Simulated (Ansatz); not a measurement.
# The HOMO–LUMO gap down a group: Al to In

One atom is swapped for its congeners: Al(SH2)F3; Ga(SH2)F3; In(SH2)F3. All are singlets with charge 0.

Shapes, held fixed at every level: PBE0-D4/def2-TZVP. Programs: Ansatz 0.2.0. Values in eV.

```csv
level,Al(SH2)F3,Ga(SH2)F3,In(SH2)F3
PBE-D4/def2-TZVPP,6.42,6.17,5.18
BHLYP-D4/def2-TZVPP,11.32,11.12,9.95
PBE0-D4/def2-TZVPP,8.96,8.74,7.72
r2SCAN0-D4/def2-TZVPP,9.39,9.16,8.13
wB97M-V/def2-TZVPP,13.27,13.04,11.92
wB97X-V/def2-TZVPP,13.63,13.38,12.25
```

At wB97X-V/def2-TZVPP the HOMO–LUMO gap falls at every step, from 13.63 to 12.25 eV. Every level shows the same order. For atoms past krypton def2 sets carry core potentials with scalar relativity. Relativity is left out for Ga unless named. Orbital gaps aren't excitation energies, and the LUMO depends on the basis.
